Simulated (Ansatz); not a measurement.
Reactions of C$_{2}$H$_{5}$ClOSi, SMILES `OC=C[SiH2]Cl`.

Isolated molecules relaxed with PBE0-D4/def2-TZVP in Ansatz; ΔE leaves out vibrations. CCSD(T)/CBS is the MP2 limit (def2-TZVPP, def2-QZVPP) plus CCSD(T) − MP2 in def2-TZVPP, frozen cores. This one scheme is used for every species, atoms too. Double bonds are as drawn, so ΔE can hold a change between cis and trans. Functionals use def2-TZVPP. B3LYP here is the variant with VWN-RPA as its local correlation; programs differ in this. No spin–orbit coupling; open shells (•) take unrestricted orbitals. Spin–orbit coupling would lower the free atoms: a little for C, Cl, O, Si. One conformer a species, not always the lowest.

| reaction | CCSD(T)/CBS(def2) (kJ/mol) |
| --- | --- |
| `O/C=C/[SiH2]Cl` + H–F → `O/C=C\F` + `[SiH3]Cl` | ? |
| `O/C=C/[SiH2]Cl` → `Cl[SiH]1CCO1` | -112 |
| `O/C=C/[SiH2]Cl` → 2 C• + Cl• + 5 H• + O• + Si• | 3753 |
| `O/C=C/[SiH2]Cl` + CH₃OH → `CO/C=C/O` + `[SiH3]Cl` | 93 |

Task: Fill in the missing values. (An estimate is asked.)

Result: The calculation gave: `O/C=C/[SiH2]Cl` + H–F → `O/C=C\F` + `[SiH3]Cl`: +106.0 kJ/mol.

Largest T1 diagnostic: 0.013, for `O/C=C\F`.
